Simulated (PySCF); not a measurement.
SiBr₂, SMILES Br[Si]Br (connectivity only; charge and spin as stated), neutral, multiplicity 1.

Coordinates come from a B3LYP-D3(BJ)/def2-TZVP optimisation. The isomer is the one that the SMILES or the coordinates give; other isomers of the formula were not compared.

Two levels are set side by side: TDDFT-PBE/def2-SVPD (PySCF) and TDDFT-M06-2X/def2-SVPD (PySCF). Vertical, same geometry. The lowest singlet is HOMO→LUMO 98 % with PBE and HOMO→LUMO 101 % with the other functional; states are paired by order. Differences are taken from unrounded values.

| quantity | TDDFT-PBE |
|---|---|
| lowest singlet excitation (eV) | 3.18 |
| lowest triplet excitation (TDA) (eV) | 2.12 |
| first bright state (f over 0.05) (eV) | 5.59 |
| its oscillator strength | 0.11 |

Problem. These are the TDDFT-PBE values. What does TDDFT-M06-2X give? (Estimate from the structure and the level; the computed values follow.)

Solution. 
```
quantity                               TDDFT-M06-2X  TDDFT-PBE minus TDDFT-M06-2X
-------------------------------------  ------------  ----------------------------
lowest singlet excitation (eV)                 3.24                         -0.06
lowest triplet excitation (TDA) (eV)           2.21                         -0.09
first bright state (f over 0.05) (eV)          6.02                         -0.43
its oscillator strength                        0.16                         -0.05
```

Rough cost on one machine, each run with all the roots and properties that it gave: TDDFT-M06-2X against TDDFT-PBE about 10 times.
